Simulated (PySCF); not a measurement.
Polarisability and C₆ of N⁺ (nitrogen, charge +1)

[He] 2s2 2p2, high-spin 3P determinant. Calculation: PySCF 2.14, in aug-cc-pV5Z (7s6p5d4f3g2h, 127 functions); the non-relativistic Hamiltonian (point nucleus). Coupled (time-dependent) response in atomic units; α is the mean over directions.

```json
{"method": "UHF", "mean α (bohr³)": "3.931", "α xx, yy, zz": "4.001, 3.897, 3.897", "C₆ (like pair)": "8.230", "S(−4)": "13.52"}
{"method": "PBE", "mean α (bohr³)": "3.914", "α xx, yy, zz": "3.924, 3.909, 3.909", "C₆ (like pair)": "8.475", "S(−4)": "10.46"}
{"method": "PBE0", "mean α (bohr³)": "3.866", "α xx, yy, zz": "3.895, 3.852, 3.852", "C₆ (like pair)": "8.298", "S(−4)": "10.52"}
{"method": "TPSS", "mean α (bohr³)": "3.931", "α xx, yy, zz": "3.943, 3.925, 3.925", "C₆ (like pair)": "8.582", "S(−4)": "10.65"}
```

S(−4) is the Cauchy moment in α(ω) = α(0) + S(−4) ω² + …

α(iu) at PBE0:

| u (hartree) | α(iu) (bohr³) |
| --- | --- |
| 0 | 3.866 |
| 0.0500 | 3.840 |
| 0.100 | 3.766 |
| 0.200 | 3.508 |
| 0.300 | 3.178 |
| 0.500 | 2.521 |
| 0.750 | 1.881 |
| 1.00 | 1.433 |
| 1.50 | 0.8943 |
| 2.00 | 0.6046 |
| 3.00 | 0.3265 |
| 5.00 | 0.1393 |

A single London oscillator, α(iu) = α/(1 + u²/ω²), gives C₆ = (3/4) ω α². Matching the computed C₆ needs ω = 4 × 8.298 / (3 × 3.866²) = 0.740 hartree.

For an ion, C₆ is the dispersion term alone; charge-induced terms of lower order in 1/R come first.

The components differ because the open shell of this determinant is not spherical; for a pure term their mean is the scalar polarisability.
